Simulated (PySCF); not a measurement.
C₄H₃B.
InChI=1S/C4H3B/c1-3-5-4-2/h1-2,5H

The closed-shell ground state was solved at several levels (PySCF, density fitting, gas phase, non-relativistic). Isolated species at its GFN2-xTB geometry, gas phase.

```tsv
level	basis functions	total energy (Eh)	HOMO (eV)	LUMO (eV)	gap (eV)	dipole (D)
B3LYP/pcJ-1	165	-178.9659	-7.97	-2.81	5.16	0.96
PBE0/pcSseg-1	100	-178.6903	-8.24	-2.66	5.58	0.95
```

Question: Estimate the row for CAM-B3LYP/def2-SVPD, a basis of 124 functions; the other rows only guide the guess.

Answer: Total energy -178.7057 Eh, HOMO -9.62 eV, LUMO -1.58 eV, gap 8.04 eV, dipole 0.88 D.

Question: Over all these levels, which gives the widest orbital gap and which the narrowest?

Answer: CAM-B3LYP/def2-SVPD (range-separated hybrid) has the widest, 8.04 eV, and B3LYP/pcJ-1 (global hybrid, 20 % exact exchange) the narrowest, 5.16 eV. Functional and basis both differ between the two, so the spread mixes both effects.

Question: How far do the dipole and the HOMO energy spread over the levels?

Answer: The dipole runs from 0.88 to 0.96 D (mean 0.93 D) and the HOMO from -9.62 to -7.97 eV.
